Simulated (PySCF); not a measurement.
C3H7N, SMILES C(=N/C)/C.

The structure is a stationary point at r2SCAN-D4/def2-SVP. The structure was generated by enumeration; whether it is a known compound was not checked.

Two levels are set side by side: TDDFT-PBE/def2-SVPD (PySCF) and TDDFT-CAM-B3LYP/def2-SVPD (PySCF). Vertical, same geometry. The lowest singlet is HOMO→LUMO 100 % with PBE and HOMO→LUMO 98 % with the other functional; states are paired by order. Differences are taken from unrounded values.

```json
[
 {"quantity": "lowest singlet excitation (eV)", "TDDFT-CAM-B3LYP": "5.04", "TDDFT-PBE": "4.77", "TDDFT-PBE minus TDDFT-CAM-B3LYP": "-0.27"},
 {"quantity": "lowest triplet excitation (TDA) (eV)", "TDDFT-CAM-B3LYP": "4.24", "TDDFT-PBE": "3.99", "TDDFT-PBE minus TDDFT-CAM-B3LYP": "-0.25"},
 {"quantity": "first bright state (f over 0.05) (eV)", "TDDFT-CAM-B3LYP": "7.82", "TDDFT-PBE": "7.38", "TDDFT-PBE minus TDDFT-CAM-B3LYP": "-0.44"},
 {"quantity": "its oscillator strength", "TDDFT-CAM-B3LYP": "0.21", "TDDFT-PBE": "0.29", "TDDFT-PBE minus TDDFT-CAM-B3LYP": "0.08"}
]
```

A lower first singlet is the usual sign of a functional without exact exchange. Differences between two approximate levels are no errors against the true value.

Rough cost on one machine, each run with all the roots and properties that it gave: TDDFT-CAM-B3LYP against TDDFT-PBE about 10 times.
